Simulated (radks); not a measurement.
Values are calculated unless marked as measured or tabulated.
Question: Cs31+, configuration [Ar] 3d6. Level of theory: scalar-relativistic Kohn-Sham, LDA (Slater exchange, VWN5 correlation), spin-polarised, spherical densities, finite nucleus; open shells are filled with parallel spins first (spin-orbit coupling, left out, can overturn this in heavy ions); Fermi nuclear charge, rms radius 4.8041 fm (a radial shooting solver on a logarithmic mesh with Libxc functionals). Some entries of the table are withheld. Estimate them.

orbital,occ.,eigenvalue (eV),<r^2> (bohr^2)
1s up,1,-37105.00,0.0009264
1s down,1,-37104.62,0.0009264
2s up,1,-6930.636,0.01472
2s down,1,-6917.671,0.01469
2p up,3,-6362.213,0.01165
2p down,3,-6352.034,0.01162
3s up,1,-2336.711,0.09299
3s down,1,-2322.649,0.09343
3p up,3,-2155.035,(1)
3p down,3,-2140.681,(2)
3d up,5,(3),0.07393
3d down,1,(4),0.07455
4s up,0,-1138.463,0.3583
4s down,0,-1133.786,0.3606
4p up,0,-1067.649,(5)
4p down,0,-1063.018,(6)

Answer: 
(1) 3p up <r^2> (bohr^2): 0.09079
(2) 3p down <r^2> (bohr^2): 0.09130
(3) 3d up eigenvalue (eV): -1909.300
(4) 3d down eigenvalue (eV): -1892.010
(5) 4p up <r^2> (bohr^2): 0.3696
(6) 4p down <r^2> (bohr^2): 0.3723
